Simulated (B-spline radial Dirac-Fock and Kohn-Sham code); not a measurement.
Compton profile of Ag³⁺

System: Ag³⁺ in the configuration [Kr] 4d8, inside a Watson sphere of charge -3 and radius 3 Å (a model of the Madelung potential; inside it an electron's potential energy is raised by 14.4 eV).

These are calculated numbers from a B-spline atomic structure program; the model is the impulse approximation on configuration-average Dirac-Fock orbitals. pz is in atomic units of momentum; subshell profiles are per electron, for a selection of subshells; open shells are spread over both j values by their weights.

```csv
pz,J total,J 3s1/2,J 3d3/2,J 4p3/2,J 4d5/2
0.88,5.280,0.138,0.0621,0.224,0.214
1.3,4.635,0.125,0.0620,0.185,0.188
1.8,3.658,0.107,0.0619,0.121,0.137
2.6,2.403,0.0749,0.0612,0.0427,0.0607
3.7,1.617,0.0390,0.0581,0.0111,0.0145
5.4,1.112,0.0137,0.0473,0.00899,0.00302
7.7,0.6678,0.00981,0.0285,0.00354,0.00264
11,0.3407,0.00709,0.0108,0.000558,0.00127
16,0.1519,0.00156,0.00221,0.000407,0.000270
23,0.06131,0.000294,0.000277,0.000191,3.32e-05
33,0.02227,0.000249,2.25e-05,4.10e-05,2.55e-06
47,0.007353,0.000108,1.40e-06,5.57e-06,< 1e-6
67,0.002023,2.82e-05,< 1e-6,< 1e-6,< 1e-6
97,0.0004306,5.29e-06,< 1e-6,< 1e-6,< 1e-6
```

Q: What is the peak value J(0), and which subshell contributes most to it?

A: J(0) = 5.731. The 4d5/2 subshell gives the largest part, 18 %.

Mean momentum ⟨p⟩ by subshell (a.u.): 1s1/2 42.6, 2s1/2 15.0, 2p1/2 20.1, 2p3/2 19.2, 3s1/2 7.12, 3p1/2 8.50, 3p3/2 8.25, 3d3/2 9.75, 3d5/2 9.65, 4s1/2 3.11, 4p1/2 3.40, 4p3/2 3.31, 4d3/2 3.17, 4d5/2 3.13.
